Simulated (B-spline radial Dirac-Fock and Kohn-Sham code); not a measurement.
**Conversion-electron coefficients: Ru, 954 keV**

Z = 44 (ruthenium), transition energy 954 keV. Level of theory: a Dirac-Hartree-Slater potential of the neutral atom with a Latter tail (no hole, which puts coefficients of high multipoles low close above an edge), finite nucleus with surface currents; a B-spline atomic structure program. Subshells that would emit electrons below 1 keV are left out.

```tsv
subshell	electron energy (keV)	E4	E5	M3	M4	M5
K	931.88	0.00369	0.00733	0.00482	0.00983	0.0197
L1	950.78	0.000411	0.000830	0.000557	0.00116	0.00239
L2	951.03	6.54e-05	0.000209	2.87e-05	8.29e-05	0.000224
L3	951.16	2.41e-05	6.77e-05	1.08e-05	4.57e-05	0.000169
M1	953.41	7.59e-05	0.000154	0.000103	0.000217	0.000447
M2	953.52	1.29e-05	4.13e-05	5.67e-06	1.64e-05	4.44e-05
M3	953.54	4.76e-06	1.34e-05	2.15e-06	9.12e-06	3.38e-05
M4	953.72	1.55e-08	9.05e-08	6.93e-09	3.87e-08	1.79e-07
M5	953.72	8.50e-09	3.18e-08	2.03e-09	8.54e-09	4.89e-08
N1	953.92	1.37e-05	2.78e-05	1.87e-05	3.92e-05	8.11e-05
N2	953.95	2.07e-06	6.62e-06	9.08e-07	2.62e-06	7.11e-06
N3	953.95	7.56e-07	2.13e-06	3.41e-07	1.45e-06	5.38e-06
N4	953.99	1.04e-09	6.08e-09	4.66e-10	2.60e-09	1.20e-08
N5	953.99	5.62e-10	2.11e-09	1.34e-10	5.65e-10	3.24e-09
total		0.00431	0.00868	0.00555	0.0114	0.0231
```

Question: For a pure E5 transition, what fraction of decays emits a photon?

Answer: 1/(1 + α) = 0.991 with the total α = 0.00868; the total includes the outer subshells that are not listed.

Values without a named source are computed, but for edge energies of neutral atoms, which are taken from tables.
